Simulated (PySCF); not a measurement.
Atoms are numbered as in `[F:1][CH:2]([F:3])[O:4][C@H:5]1[CH:6]=[CH:7][O:8][CH2:9]1` (H(Xn): hydrogen on atom n). Ha(C9) is cis to O4 on the ring; Hb(C9) is trans to O4 on the ring.

PySCF calculation with shieldings: GIAO PBE0/pcSseg-1 and structure optimised with GFN2-xTB; no solvent model, non-relativistic Hamiltonian, one computed conformer.

Scale: $^{13}$C (σref 186.93) and $^{1}$H (σref 31.72) vs TMS; $^{19}$F (σref 170.95) against CFCl3; H2O for $^{17}$O (σref 336.08) (reference shieldings calculated alike).

```tsv
atoms	nucleus	count	δ (ppm)
C2	$^{13}$C	1	122.4
F1	$^{19}$F	1	-96.6
O8	$^{17}$O	1	136.8
C9	$^{13}$C	1	76.9
H(C5)	$^{1}$H	1	?
Hb(C9)	$^{1}$H	1	?
C5	$^{13}$C	1	80.8
H(C6)	$^{1}$H	1	5.53
H(C2)	$^{1}$H	1	?
H(C7)	$^{1}$H	1	?
F3	$^{19}$F	1	?
Ha(C9)	$^{1}$H	1	4.54
C7	$^{13}$C	1	159.9
O4	$^{17}$O	1	151.5
C6	$^{13}$C	1	107.1
```

Complete the table.

Answers


- H(C7): 6.64 ppm, hydrogen on an alkene carbon bearing oxygen; attached to an sp2 carbon and in the plane of the double bond
- H(C2): 6.47 ppm, hydrogen on an sp3 CH bonded to 2 F and O; its carbon carries F and O, hence the downfield position
- H(C5): 5.96 ppm, hydrogen on an allylic sp3 CH bonded to O; its carbon carries O, which withdraws density
- Hb(C9): 4.59 ppm, hydrogen on an sp3 CH2 bonded to O; its carbon carries O, which withdraws density
- F3: -105.9 ppm, fluorine of a CF2 group

Shifts are as computed. Against solution values, carbons near 30 ppm lie about +3 ppm off and those near 130 ppm about +5 ppm. Of 1211 compounds with measured shifts, 218 miss one by over three times the rms of a fit or turn the order of signals round; such compounds aren't used in these exercises. Unscaled 19F shifts against computed CFCl3 carry errors that often reach 10 to 50 ppm. Experimental scales use liquid or dissolved standards, which lie at an offset from isolated H2O (liquid H2O: subtract about 36 ppm).
